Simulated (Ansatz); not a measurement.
Mulliken charges of `[NH2][GeH2][SiH2]F` from r2SCAN/def2-TZVPP in Ansatz (PBE0-D4/def2-TZVP geometry).

```json
{"atom": "N1", "x (Å)": "-1.303", "y (Å)": "1.296", "z (Å)": "-0.304", "charge (e)": "-0.435"}
{"atom": "Ge2", "x (Å)": "0.384", "y (Å)": "0.586", "z (Å)": "-0.546", "charge (e)": "0.221"}
{"atom": "Si3", "x (Å)": "0.480", "y (Å)": "-1.500", "z (Å)": "0.605", "charge (e)": "0.491"}
{"atom": "F4", "x (Å)": "-0.469", "y (Å)": "-2.582", "z (Å)": "-0.103", "charge (e)": "-0.325"}
{"atom": "H5", "x (Å)": "-1.529", "y (Å)": "1.493", "z (Å)": "0.661", "charge (e)": "0.139"}
{"atom": "H6", "x (Å)": "-1.471", "y (Å)": "2.134", "z (Å)": "-0.844", "charge (e)": "0.140"}
{"atom": "H7", "x (Å)": "1.534", "y (Å)": "1.488", "z (Å)": "-0.020", "charge (e)": "-0.050"}
{"atom": "H8", "x (Å)": "0.572", "y (Å)": "0.423", "z (Å)": "-2.064", "charge (e)": "-0.013"}
{"atom": "H9", "x (Å)": "0.021", "y (Å)": "-1.348", "z (Å)": "2.012", "charge (e)": "-0.086"}
{"atom": "H10", "x (Å)": "1.865", "y (Å)": "-2.041", "z (Å)": "0.605", "charge (e)": "-0.082"}
```

By hand: the dipole of these point charges (1 e Å = 4.8032 D).

Σ q r = (0.382, 0.378, 0.121) e Å, of length 0.551 e Å = 2.65 D.

How does the dipole of the full density compare? (Best estimate.)

The calculation gave: (0.137, 0.384, 0.164) e Å, 2.11 D; the point charges give 1.26 times that, at 26° from its direction.

Point charges leave out the atoms' own dipoles, such as those of lone pairs, and Mulliken's split depends on the basis, so the two needn't agree.
